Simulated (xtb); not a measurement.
C₆H₁₅In, charge -1, doublet, at a GFN2-xTB geometry (such geometries of metal compounds can be far from the true shape) (a state made from the parent by changing its charge; the spin is typed, not shown lowest); GFN1-xTB (xtb).

Input for xtb:
```
$ xtb mol.xyz --gfn 1 --chrg -1 --uhf 1 --acc 0.1 --json

# file mol.xyz
22

In    -0.07065868    -0.28255399    -0.43064469
C      2.28940454     0.15842721    -0.18963496
C      2.71834829     1.55700315    -0.60648389
H      2.90729361    -0.58386541    -0.71491892
H      2.48479337     0.02461255     0.88335342
H      2.12744309     2.30561492    -0.07743282
H      2.56420246     1.70635547    -1.67748929
H      3.78033568     1.76030890    -0.39449065
C     -0.36752150    -2.08962174     1.13625163
C     -1.80343851    -2.55773686     1.32155823
H      0.00756375    -1.69192851     2.08945133
H      0.26706537    -2.95133516     0.88573584
H     -2.18829143    -3.00032944     0.40003292
H     -2.44577339    -1.71401750     1.57837936
H     -1.90896480    -3.31084094     2.11852524
C     -1.09562746     1.56104711     0.74096650
C     -1.32741696     2.83539273    -0.05857603
H     -0.41164016     1.77491073     1.57412573
H     -2.04540831     1.23932357     1.19057397
H     -2.03842336     2.65916383    -0.86887141
H     -0.39449223     3.18192927    -0.50606841
H     -1.72591875     3.65817345     0.55619506
```

What the program printed (banner, timings and long lists left out):

```
   ID    Z sym.   atoms
    1   49 In     1
    2    6 C      2, 3, 9, 10, 16, 17
    3    1 H      4-8, 11-15, 18-22

           -------------------------------------------------
          |                Calculation Setup                |
           -------------------------------------------------

           -------------------------------------------------
          |                 G F N 1 - x T B                 |
           -------------------------------------------------

          ...................................................
          :                      SETUP                      :
          :.................................................:
          :  # basis functions                  64          :
          :  # atomic orbitals                  63          :
          :  # shells                           45          :
          :  # electrons                        43          :
          :  # halogen bonds                     0          :
          :  max. iterations                   250          :
          :  Hamiltonian                  GFN1-xTB          :
          :  restarted?                      false          :
          :  GBSA solvation                  false          :
          :  PC potential                    false          :
          :  electronic temp.          300.0000000     K    :
          :  accuracy                    0.1000000          :
          :  -> integral cutoff          0.3500000E+02      :
          :  -> integral neglect         0.1000000E-08      :
          :  -> SCF convergence          0.1000000E-06 Eh   :
          :  -> wf. convergence          0.2000000E-05 e    :
          :  Broyden damping             0.4000000          :
          :  net charge                         -1          :
          :  unpaired electrons                  1          :
          ...................................................

 iter      E             dE          RMSdq      gap      omega  full diag
   1    -22.6709909 -0.226710E+02  0.771E+00    3.15       0.0  T
   2    -22.7039477 -0.329568E-01  0.468E+00    3.32       1.0  T
   3    -22.7048294 -0.881674E-03  0.627E-01    3.35       1.0  T
   4    -22.7073370 -0.250767E-02  0.105E-01    3.35       1.0  T
   5    -22.7075104 -0.173364E-03  0.272E-02    3.35       1.0  T
   6    -22.7075137 -0.324767E-05  0.149E-02    3.35       1.4  T
   7    -22.7075146 -0.992429E-06  0.843E-04    3.35      25.3  T
[...]
         :: total energy             -22.435247969523 Eh    ::
[...]
    22H    -0.02626  0.02331   1.026  0.000  0.000

Wiberg/Mayer (AO) data.
largest (>0.10) Wiberg bond orders for each atom

 ---------------------------------------------------------------------------
     #   Z sym  total        # sym  WBO       # sym  WBO       # sym  WBO
 ---------------------------------------------------------------------------
     1  49 In   1.917 --    16 C    0.590     9 C    0.587     2 C    0.585
     2   6 C    3.786 --     3 C    1.024     4 H    0.972     5 H    0.958
                             1 In   0.585    16 C    0.110     9 C    0.104
     3   6 C    3.992 --     2 C    1.024     7 H    0.990     6 H    0.987
                             8 H    0.986
     4   1 H    1.013 --     2 C    0.972
     5   1 H    1.007 --     2 C    0.958
     6   1 H    1.013 --     3 C    0.987
     7   1 H    1.014 --     3 C    0.990
     8   1 H    1.012 --     3 C    0.986
     9   6 C    3.781 --    10 C    1.024    12 H    0.971    11 H    0.958
                             1 In   0.587    16 C    0.106     2 C    0.104
    10   6 C    3.991 --     9 C    1.024    13 H    0.990    14 H    0.988
                            15 H    0.987
    11   1 H    1.007 --     9 C    0.958
    12   1 H    1.011 --     9 C    0.971
    13   1 H    1.014 --    10 C    0.990
    14   1 H    1.012 --    10 C    0.988
    15   1 H    1.013 --    10 C    0.987
    16   6 C    3.798 --    17 C    1.024    19 H    0.970    18 H    0.959
                             1 In   0.590     2 C    0.110     9 C    0.106
    17   6 C    3.991 --    16 C    1.024    20 H    0.990    21 H    0.989
                            22 H    0.987
    18   1 H    1.007 --    16 C    0.959
    19   1 H    1.011 --    16 C    0.970
    20   1 H    1.015 --    17 C    0.990
    21   1 H    1.015 --    17 C    0.989
    22   1 H    1.010 --    17 C    0.987
 ---------------------------------------------------------------------------

Topologies differ in total number of bonds
Writing topology from bond orders to xtbtopo.mol

 dipole moment from electron density (au)
     X       Y       Z
  -0.2881   0.1613  -0.5706  total (Debye):    1.676

           -------------------------------------------------
          | TOTAL ENERGY              -22.435247969523 Eh   |
          | GRADIENT NORM               0.034910133374 Eh/α |
          | HOMO-LUMO GAP               3.347434297742 eV   |
           -------------------------------------------------

normal termination of xtb
```
